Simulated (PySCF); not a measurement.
**InOI, singlet: computed properties**

Computed with PySCF, PBE0, basis In def2-TZVP with ECP28, O def2-TZVP, I def2-TZVP with ECP28 (scalar-relativistic core potentials, no spin–orbit coupling, density fitting).

The structure is a minimum.

```json
{"Point group": "C∞v", "Bond lengths": "In–I 2.593 Å, In–O 1.829 Å", "Bond angles": "I–In–O 180.0°", "Dipole moment": "4.10 D", "Principal polarisabilities": "50.6, 50.6, 109.5 bohr³", "Lowest empty level": "-2.84 eV", "Heat capacity Cp at 298.15 K": "55.6 J/(mol K)", "Rotational constants": "0.03021 cm⁻¹", "Rotational symmetry number": "1", "Enthalpy at 298.15 K above 0 K": "14.06 kJ/mol", "Entropy at 298.15 K and 1 bar": "296.6 J/(mol K)", "Atomisation energy without zero-point energy": "569 kJ/mol", "Principal quadrupole moments (Buckingham, traceless) about the centre of mass": "-18.90, 9.45, 9.45 D Å", "Zero-point energy": "7.4 kJ/mol", "Highest occupied level": "-7.55 eV"}
```

Harmonic modes (masses in u: In 114.904, O 15.995, I 126.904):
```json
{"symmetry": "π", "ω (cm⁻¹)": "109", "IR (km/mol, summed over degenerate members)": "47.6", "μ (u)": "22.06", "type": "bend"}
{"symmetry": "σ+", "ω (cm⁻¹)": "213", "IR (km/mol, summed over degenerate members)": "7.5", "μ (u)": "81.40", "type": "stretch"}
{"symmetry": "σ+", "ω (cm⁻¹)": "807", "IR (km/mol, summed over degenerate members)": "58.3", "μ (u)": "18.12", "type": "stretch"}
```

In C∞v the vibrations span π + 2σ+.

Charges (e):
```csv
atom,Mulliken,Löwdin,polar tensor,Mayer order to In1
In1,0.71,0.13,0.98,–
O2,-0.54,-0.37,-0.66,1.91
I3,-0.17,0.25,-0.31,1.13
```

Mulliken populations on In1 (electrons outside its core potential): s 3.11, p 6.97, d 10.13, f 0.08.

Outer orbital energies (eV). occupied: -21.43, -19.85, -11.45, -8.92, -8.79, -8.79, -7.55, -7.55; empty: -2.84, -1.39, -1.39, 0.98.

Counting electrons, indium keeps none of its valence electrons outside its bonds, so the VSEPR class is AX2 and the expected shape is linear; with unlike ligands the computed point group is C∞v.

Only a few start shapes were tried, so a lower isomer may exist.

The final relaxation and frequency run took of the order of 4 core-minutes on a shared host.
